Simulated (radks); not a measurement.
Values are calculated unless marked as measured or tabulated.
Ionisation of the arsenic ion As3+, [Ar] 3d10 4s2, to As4+, [Ar] 3d10 4s1, under several functionals. Scalar-relativistic Kohn-Sham, spin-polarised, spherical densities, point nucleus; open shells are filled with parallel spins first; a radial shooting solver on a logarithmic mesh with Libxc functionals.

revPBE: E(As3+) (hartree) -2258.96611; Exc (hartree) -82.89602; IE (eV) 50.007; -e(HOMO) (eV) 44.281; <r> HOMO (bohr) 1.744; IE error (eV) -0.143
BLYP: E(As3+) (hartree) -2259.21306; Exc (hartree) -83.13659; IE (eV) 50.457; -e(HOMO) (eV) 44.543; <r> HOMO (bohr) 1.744; IE error (eV) +0.307
PBEsol: E(As3+) (hartree) -2257.19193; Exc (hartree) -81.09027; IE (eV) 50.123; -e(HOMO) (eV) 44.462; <r> HOMO (bohr) 1.740; IE error (eV) -0.027
AM05: E(As3+) (hartree) -2255.90879; Exc (hartree) -79.79067; IE (eV) 50.063; -e(HOMO) (eV) 44.419; <r> HOMO (bohr) 1.740; IE error (eV) -0.087
LDA (Slater exchange, VWN5 correlation): E(As3+) (hartree) -2255.72666; Exc (hartree) -79.60055; IE (eV) 50.671; -e(HOMO) (eV) 44.864; <r> HOMO (bohr) 1.737; IE error (eV) +0.521
SOGGA: E(As3+) (hartree) -2256.95994; Exc (hartree) -80.85688; IE (eV) 49.953; -e(HOMO) (eV) 44.296; <r> HOMO (bohr) 1.741; IE error (eV) -0.197
PW91: E(As3+) (hartree) -2259.28057; Exc (hartree) -83.21456; IE (eV) 50.342; -e(HOMO) (eV) 44.565; <r> HOMO (bohr) 1.741; IE error (eV) +0.192
XLYP: E(As3+) (hartree) -2259.53174; Exc (hartree) -83.46012; IE (eV) 50.541; -e(HOMO) (eV) 44.567; <r> HOMO (bohr) 1.745; IE error (eV) +0.391
B86b exchange with PBE correlation: E(As3+) (hartree) -2259.20036; Exc (hartree) -83.13172; IE (eV) 50.278; -e(HOMO) (eV) 44.494; <r> HOMO (bohr) 1.742; IE error (eV) +0.128

NIST Atomic Spectra Database: 50.2 eV (measured). Closest: PBEsol. The Delta-SCF values span 0.72 eV, the total energies 3.81 hartree. The highest occupied level is 4s.
